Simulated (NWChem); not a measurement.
System: BSiH$_{3}$F$_{2}$; SMILES FB(F)[SiH3]

```xyz
7

B     -0.0043     0.5901     0.0046
F     -1.1117     1.3061    -0.0003
F      1.1290     1.2664    -0.0003
Si    -0.0106    -1.4453     0.0008
H      0.8969    -1.9555     1.0737
H      0.5047    -1.9310    -1.3173
H     -1.3871    -1.9821     0.2147
```
Atoms are numbered in this order, from 1.

Program: NWChem. Pople sets run with spherical d functions. The geometry was optimised at PBE0/def2-SVP. Vertical excitations in the gas phase.

Problem. Predict the results for LDA (Slater exchange, VWN5)/6-31+G*, full TDDFT. Quantities: lowest excitation, singlet (eV); oscillator strength of that lowest state; orbital gap (eV).

Solution. 
| Quantity | Result |
|---|---|
| lowest excitation, singlet (eV) | 6.22 |
| oscillator strength of that lowest state | 0.027 |
| orbital gap (eV) | 5.59 |
